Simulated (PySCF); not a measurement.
BiF2Br, SMILES [Bi]([Br])([F])[F]. Atoms are numbered in the order given.

```xyz
4

Bi    -0.6011    -0.2622     0.0000
F     -1.1164     1.0091     1.5211
F     -1.1164     1.0091    -1.5211
Br     1.9995     0.1028     0.0000
```

Coordinates come from a PBE-D3(BJ)/def2-SVP optimisation. The def2 effective core potentials stand for the cores of Bi; spin–orbit coupling is left out.

Method: TDDFT-ωB97X/def2-SVPD run with PySCF.

Vertical excitations.  State labels are in the subgroup Cs.

Computed UV-visible absorptions:
```csv
state,symmetry,energy (eV),λ (nm),f,main pairs
S1,A',5.25,236,0.011,HOMO→LUMO 93 %
S2,A",5.29,235,0.002,HOMO−1→LUMO 96 %
S3,A",5.90,210,0.014,HOMO→LUMO+1 89 %
S4,A',5.94,209,0.055,"HOMO−2→LUMO 42 %, HOMO−1→LUMO+1 41 %, HOMO→LUMO+2 11 %"
S5,A',6.11,203,0.011,"HOMO→LUMO+2 51 %, HOMO−1→LUMO+1 36 %"
S6,A",6.14,202,0.011,HOMO−2→LUMO+1 89 %
S7,A",6.33,196,0.001,HOMO−1→LUMO+2 97 %
S8,A',6.46,192,0.035,HOMO−2→LUMO+2 86 %
S9,A',7.14,174,0.495,"HOMO−2→LUMO 31 %, HOMO−3→LUMO 27 %, HOMO→LUMO+2 20 %, HOMO−1→LUMO+1 13 %"
S10,A",7.57,164,0.000,"HOMO−3→LUMO+1 32 %, HOMO−4→LUMO+2 29 %, HOMO−4→LUMO 29 %"
T1,A',4.76,261,0,HOMO→LUMO 86 %
T2,A",4.88,254,0,HOMO−1→LUMO 95 %
T3,A',4.98,249,0,HOMO−2→LUMO 85 %
T4,A",5.39,230,0,"HOMO→LUMO+1 46 %, HOMO−2→LUMO+1 46 %"
```
Triplets are in the Tamm–Dancoff approximation, which puts them higher than full response would, so one can lie above its singlet here.
